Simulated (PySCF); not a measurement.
Choosing a molecule for a target property.

Each SMILES stands for a single optimised conformer of the isolated species, non-relativistic unless stated. Electronic properties by PySCF.

The conformers computed, where there is a choice (atom-mapped SMILES and torsion angles):
- `[CH3:1][C:2]([CH3:3])([CH3:4])[GeH2:5][F:6]`: C1–C2–Ge5–F6 57°
- `[CH3:1][CH2:2][CH2:3][C:4]1=[CH:5][GeH2:6][CH:7]=[CH:8]1`: C1–C2–C3–C4 -179°, C2–C3–C4–C5 -106°

The conformers of `CC#C[C@@H]1CC[CH2][GeH2]1`, `C=C[CH2][GeH]1[CH2]C=C[CH2]1` and `C#C[C@H]1CCC[CH2][GeH2]1` aren't listed.

(1) Wanted: lowest singlet excitation below 6 eV (TDDFT CAM-B3LYP/def2-SVPD) and HOMO energy above -8.25 eV (CAM-B3LYP/def2-SVPD), at PBE0-D3(BJ)/def2-SVP geometries. Which candidate meets both?
A. `C#C[C@H]1CCC[CH2][GeH2]1`
B. `[GeH2]([C](C)(C)C)[F]`
C. `C=C[CH2][GeH]1[CH2]C=C[CH2]1`
D. `[H][Si](N(C)C)(N(C)C)N(C)C`
E. `C1C[CH2][GeH2][C@@H]1C#CC`

(2) Wanted: HOMO–LUMO gap above 8.7 eV (CAM-B3LYP/def2-SVPD) and lowest triplet excitation (Tamm–Dancoff) below 5 eV (TDA CAM-B3LYP/def2-SVPD), at PBE0-D3(BJ)/def2-SVP geometries. Which candidate meets both?
A. `CN([SiH](N(C)C)N(C)C)C`
B. `CC#C[C@@H]1CC[CH2][GeH2]1`
C. `C[C](C)(C)[GeH2][F]`
D. `C(C1=[CH][GeH2][CH]=C1)CC`
E. `C=C[CH2][GeH]1[CH2]C=C[CH2]1`

## Answers

(1) D. Computed values:
| species | lowest singlet excitation | HOMO energy |
| --- | --- | --- |
| [H][Si](N(C)C)(N(C)C)N(C)C | 5.80 eV | -7.27 eV |
| C1C[CH2][GeH2][C@@H]1C#CC | 6.06 eV | -7.88 eV |
| C#C[C@H]1CCC[CH2][GeH2]1 | 6.17 eV | -8.31 eV |
| C=C[CH2][GeH]1[CH2]C=C[CH2]1 | 6.63 eV | -8.19 eV |
| [GeH2]([C](C)(C)C)[F] | 6.93 eV | -9.28 eV |

(2) E. Computed values:
```
                     species  HOMO–LUMO gap  lowest triplet excitation (Tamm–Dancoff)
   C(C1=[CH][GeH2][CH]=C1)CC        7.69 eV                                   2.82 eV
      CN([SiH](N(C)C)N(C)C)C        8.47 eV                                   5.70 eV
   CC#C[C@@H]1CC[CH2][GeH2]1        8.97 eV                                   5.22 eV
C=C[CH2][GeH]1[CH2]C=C[CH2]1        9.40 eV                                   4.18 eV
         C[C](C)(C)[GeH2][F]       10.22 eV                                   6.62 eV
```
